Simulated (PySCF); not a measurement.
# What PySCF settings do for CdF

Base input, run as `OMP_NUM_THREADS=1 python input.py` with PySCF 2.14:

```python
from pyscf import gto, dft

mol = gto.M(
    atom='Cd 0 0 0; F 0 0 1.968',
    basis='def2-svp',
    ecp={'Cd': 'def2-svp'},
    charge=0,
    spin=1,
    verbose=3,
)
mf = dft.UKS(mol, xc='wb97x')
mf.kernel()
mf.stability(internal=True, external=True)
mf.dip_moment()
print('orbital energies (hartree):', [e[max(0, n-3):n+3].round(4) for e, n in zip(mf.mo_energy, mol.nelec)])
```

Base result: E(SCF) = -267.466041 Eh, ⟨S²⟩ = 0.753, μz(SCF) = -3.22 D, internal stable; real -> complex stable. The bond length is a typed value, not an optimised one. No search for the lowest solution was made.

It ran on Arm Neoverse V2 (1 thread, shared host) in 14 s, peak memory 0.24 GiB.

Each row names what differs from the base; energies in brackets are changes from the base.

| change | result | wall time (s) |
| --- | --- | --- |
| spin-free X2C: off → on [unsound on purpose] | stops with NotImplementedError | 0.48 |
| level shift (hartree): none → 5 [unsound on purpose] | not converged: SCF | 21 |
| geometry: bond 1.968 → bond 2.027 | E(SCF) = -267.465448 Eh (+0.0161 eV), ⟨S²⟩ = 0.754, μz(SCF) = -3.48 D, internal stable; real -> complex stable | 15 |
| functional: wb97x → slater, [unsound on purpose] | E(SCF) = -264.556420 Eh, ⟨S²⟩ = 0.753, μz(SCF) = -2.30 D, internal stable; real -> complex stable | 14 |
| electric field along z (a.u.): none → 0.2 [unsound on purpose] [may be another electronic state] | E(SCF) = -268.326139 Eh (-23.4045 eV), ⟨S²⟩ = 0.771, μz(SCF) = 22.04 D, internal unstable; real -> complex unstable | 13 |
| spin (2S): 1 → 2 [unsound on purpose] | stops with RuntimeError (Electron number 29 and spin 2 are not consistent) | 0.46 |
| functional: wb97x → b3pw91 | E(SCF) = -267.525393 Eh, ⟨S²⟩ = 0.753, μz(SCF) = -3.09 D, internal stable; real -> complex stable | 11 |
| geometry: bond 1.968 → bond 25 [unsound on purpose] | E(SCF) = -267.382317 Eh (+2.2782 eV), ⟨S²⟩ = 0.751, μz(SCF) = 0.00 D, internal stable; real -> complex stable | 9.7 |
| point-group symmetry: off → on | E(SCF) = -267.466041 Eh (+0.0000 eV), ⟨S²⟩ = 0.753, μz(SCF) = -3.22 D, internal stable; real -> complex stable (rotations that keep the point group only) | 14 |
| geometry: bond 1.968 → bond 5.904 | E(SCF) = -267.382394 Eh (+2.2761 eV), ⟨S²⟩ = 0.751, μz(SCF) = 0.01 D, internal unstable; real -> complex stable | 10 |
| length unit: angstrom → bohr [unsound on purpose] | E(SCF) = -265.277538 Eh (+59.5522 eV), ⟨S²⟩ = 0.751, μz(SCF) = 4.94 D, internal stable; real -> complex stable | 13 |

Q: Order these changes by how far they move the SCF energy from the base, largest first: (1) geometry: bond 1.968 → bond 2.027; (2) geometry: bond 1.968 → bond 5.904; (3) point-group symmetry: off → on.

A: (2) +2.2761 eV, (1) +0.0161 eV, (3) +0.0000 eV.
